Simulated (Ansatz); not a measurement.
Gas-phase reaction 2 R1 + R2 + 2 R3 → 4 P1 + P2, each structure at its B3LYP-D3(BJ)/def2-SVP stationary point, reached from a drawn start (curvature not checked).
R1, CH4 (SMILES C) (charge 0, multiplicity 1):
```json
[
 {"atom": "C", "x (Å)": "0.0000", "y (Å)": "0.0000", "z (Å)": "0.0000"},
 {"atom": "H", "x (Å)": "0.6347", "y (Å)": "0.6347", "z (Å)": "0.6347"},
 {"atom": "H", "x (Å)": "-0.6347", "y (Å)": "-0.6347", "z (Å)": "0.6347"},
 {"atom": "H", "x (Å)": "0.6347", "y (Å)": "-0.6347", "z (Å)": "-0.6347"},
 {"atom": "H", "x (Å)": "-0.6347", "y (Å)": "0.6347", "z (Å)": "-0.6347"}
]
```
P1: H2 (SMILES [H][H]), charge 0, multiplicity 1.
R2: NH3 (SMILES N), charge 0, multiplicity 1.
R3: SiH4 (SMILES [SiH4]), charge 0, multiplicity 1.
P2: C2H11NSi2 (SMILES C[SiH](C)N[SiH3]), charge 0, multiplicity 1.

P less R. No zero-point or thermal terms. One arrangement of each flexible species, with no search for the lowest.

Correlated levels freeze the cores.

Codes used: Ansatz (a program for electronic structure). All values are computed, each at the level named.

Total energies in hartree:

```
structure  PBE/def2-TZVPP  r2SCAN/def2-TZVPP  CCSD(T)/cc-pV(T+d)Z
---------  --------------  -----------------  -------------------
R1             -40.464360         -40.500583           -40.437841
P1              -1.166089          -1.171062            -1.172125
R2             -56.510747         -56.548392           -56.473040
R3            -291.721820        -291.854122          -291.439958
P2            -716.212634        -716.576695          -715.542249
```

**Question.** Work out the reaction energy at each level in kcal/mol (1 hartree = 627.50947 kcal/mol), and say how far PBE/def2-TZVPP lies from CCSD(T)/cc-pV(T+d)Z.

**Answer.** 
- PBE/def2-TZVPP: 4 × (-1.166089) + (-716.212634) − (-56.510747) − 2 × (-40.464360) − 2 × (-291.721820) = 0.006117 hartree = 3.84 kcal/mol
- r2SCAN/def2-TZVPP: 4 × (-1.171062) + (-716.576695) − (-56.548392) − 2 × (-40.500583) − 2 × (-291.854122) = -0.003141 hartree = -1.97 kcal/mol
- CCSD(T)/cc-pV(T+d)Z: 4 × (-1.172125) + (-715.542249) − (-56.473040) − 2 × (-40.437841) − 2 × (-291.439958) = -0.002111 hartree = -1.32 kcal/mol
PBE/def2-TZVPP less CCSD(T)/cc-pV(T+d)Z: 5.16 kcal/mol, and the two differ in sign. CCSD(T)/cc-pV(T+d)Z is the level counted from, the highest shown, and no exact or measured value.
